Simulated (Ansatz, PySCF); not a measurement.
Caution: the highest occupied level lies above zero, so the state may not be bound. This triplet is an excited state, 1.09 eV above the relaxed singlet at the level B3LYP/aug-cc-pVTZ // PBE0-D3(BJ)/def2-TZVPD (Ansatz, a quantum-chemistry and plane-wave program).

```xyz
8

C     -1.3256    -0.5031     0.0494
C     -0.6598     0.6390    -0.2651
Al     1.2531     0.9552    -0.3937
O      2.3994    -0.3494    -0.0509
H     -0.7993    -1.4237     0.2941
H     -2.4149    -0.5633     0.0711
H     -1.2931     1.5018    -0.4982
H      2.8402    -0.2564     0.7934
```

Charge -1, multiplicity 3.

**Question.** Give the Mulliken and meta-Löwdin atomic charges from PBE0-D3(BJ)/def2-TZVPD (PySCF).

**Answer.** 
```json
[
 {"atom": "C1", "Mulliken (e)": "-0.68", "meta-Löwdin (e)": "-0.36"},
 {"atom": "C2", "Mulliken (e)": "-0.18", "meta-Löwdin (e)": "-0.40"},
 {"atom": "Al3", "Mulliken (e)": "-0.41", "meta-Löwdin (e)": "0.05"},
 {"atom": "O4", "Mulliken (e)": "-0.63", "meta-Löwdin (e)": "-0.84"},
 {"atom": "H5", "Mulliken (e)": "0.21", "meta-Löwdin (e)": "0.08"},
 {"atom": "H6", "Mulliken (e)": "0.18", "meta-Löwdin (e)": "0.07"},
 {"atom": "H7", "Mulliken (e)": "0.23", "meta-Löwdin (e)": "0.09"},
 {"atom": "H8", "Mulliken (e)": "0.28", "meta-Löwdin (e)": "0.31"}
]
```
